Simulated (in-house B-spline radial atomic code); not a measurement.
A radial electron density 4πr²n(r) was computed for an atom or ion in its tabulated ground configuration with an all-electron radial atomic-structure program (B-spline basis); method: Dirac-Hartree-Fock, average of configuration. Columns: r (bohr), 4πr²n(r) (electrons per bohr), bar.

```
 0.00759   0.2019 #
  0.0089   0.2718 #
  0.0104   0.3621 ##
  0.0122   0.4839 ##
  0.0143   0.6426 ###
  0.0168   0.8518 ####
  0.0197    1.118 ######
  0.0231    1.455 #######
   0.027    1.867 ##########
  0.0317    2.388 ############
  0.0371        3 ###############
  0.0435    3.725 ###################
   0.051    4.545 #######################
  0.0598    5.435 ############################
    0.07    6.339 #################################
  0.0821    7.208 #####################################
  0.0962    7.934 #########################################
   0.113    8.425 ###########################################
   0.132    8.567 ############################################
   0.155    8.302 ###########################################
   0.182    7.612 #######################################
   0.213    6.604 ##################################
   0.249    5.442 ############################
   0.292    4.317 ######################
   0.342    3.493 ##################
   0.401    3.115 ################
    0.47    3.215 #################
   0.551    3.666 ###################
   0.646    4.235 ######################
   0.757    4.661 ########################
   0.887    4.752 ########################
    1.04    4.431 #######################
    1.22    3.755 ###################
    1.43    2.885 ###############
    1.67    2.017 ##########
    1.96     1.25 ######
     2.3   0.6881 ####
     2.7   0.3318 ##
    3.16   0.1406 #
     3.7  0.05057 
    4.34  0.01484
```

Question: Which atom or ion is it?
A. O
B. C
C. O+
D. Ne2+

Answer: A. The area under the curve, ∫4πr²n dr = ∫r·4πr²n d(ln r) on this logarithmic grid, is 8 electrons; among the options with that count, the innermost peak, which lies near 1/Z bohr, picks Z = 8. The configuration is [He] 2s2 2p4.
